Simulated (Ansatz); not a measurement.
C2H4AlFO (`C=[C](F)[AlH][OH]`) at its PBE0-D4/def2-TZVP geometry, where that method's forces vanish. Total charge 0; spin multiplicity 1.

```xyz
9

C    -1.0899    0.0042   -1.2735
C     0.1874    0.1852   -0.9626
F     1.0531    0.4989   -1.9657
Al    0.9291    0.0357    0.8386
O    -0.2345   -0.3588    2.0050
H    -1.7909   -0.2458   -0.4866
H    -1.4587    0.0973   -2.2906
H     2.4503    0.2542    1.2007
H    -0.0460   -0.4710    2.9346
```

What forces (eV/Å) does B3LYP-D4/def2-TZVPP give on these atoms in Ansatz 0.2.0? (An estimate is asked.)

Ansatz gave: 
```
C1  -0.154 -0.025 -0.035
C2  -0.199 -0.089  0.345
F3   0.280  0.100 -0.319
Al4  0.184  0.041 -0.050
O5  -0.023 -0.010  0.039
H6   0.033  0.018 -0.079
H7   0.014 -0.008  0.072
H8  -0.100 -0.014 -0.028
H9  -0.035 -0.015  0.055
```

B3LYP here is the variant with VWN-RPA as its local correlation; programs differ in this.
